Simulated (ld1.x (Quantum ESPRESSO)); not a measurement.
## manganese: excitation energies, all-electron against TM

manganese (Mn), norm-conserving Troullier–Martins (Kleinman–Bylander form), made with ld1.x (Quantum ESPRESSO) 7.5 (PW91, scalar-relativistic). Core [Ne], reference 3s2 3p6 3d5 4s2 4p0. Waves: 3s (bound): rc 1.20 bohr; 3d (bound): rc 1.90 bohr; 3p (bound): rc 1.05 bohr. Local part: the p channel. Core correction: a·sin(br)/r model core inside 0.55 bohr.

Occupied shells without a wave of their own: 4s. They enter only through the test configuration that unscreens the potential, and ld1.x also counts them in the model core charge.

Energies are relative to the spin-unpolarised reference configuration 3s2 3p6 3d5 4s2 4p0; without spin polarisation the order of configurations can differ from experiment.

ld1.x takes every shell without a wave as core, so the model core holds the 4s electrons as well and exchange and correlation see them twice. This cancels in the reference configuration, but the file is broken for other ones, and its errors say nothing about a proper core correction.

```json
{"valence configuration": "3s2 3p6 3d5 4s1 4p0", "charge": "+1", "ΔE all-electron (eV)": "8.475", "error AE − PS (meV)": "-427"}
{"valence configuration": "3s2 3p6 3d5 4s0 4p0", "charge": "+2", "ΔE all-electron (eV)": "24.116", "error AE − PS (meV)": "-1408"}
{"valence configuration": "3s2 3p6 3d4 4s0 4p0", "charge": "+3", "ΔE all-electron (eV)": "56.736", "error AE − PS (meV)": "-2068"}
{"valence configuration": "3s2 3p6 3d3 4s0 4p0", "charge": "+4", "ΔE all-electron (eV)": "107.619", "error AE − PS (meV)": "-2323"}
{"valence configuration": "3s2 3p5 3d5 4s2 4p0", "charge": "+1", "ΔE all-electron (eV)": "62.036", "error AE − PS (meV)": "-211"}
{"valence configuration": "3s2 3p6 3d4 4s2 4p0", "charge": "+1", "ΔE all-electron (eV)": "13.272", "error AE − PS (meV)": "+39"}
{"valence configuration": "3s2 3p6 3d6 4s0 4p0", "charge": "+1", "ΔE all-electron (eV)": "6.834", "error AE − PS (meV)": "-723"}
```
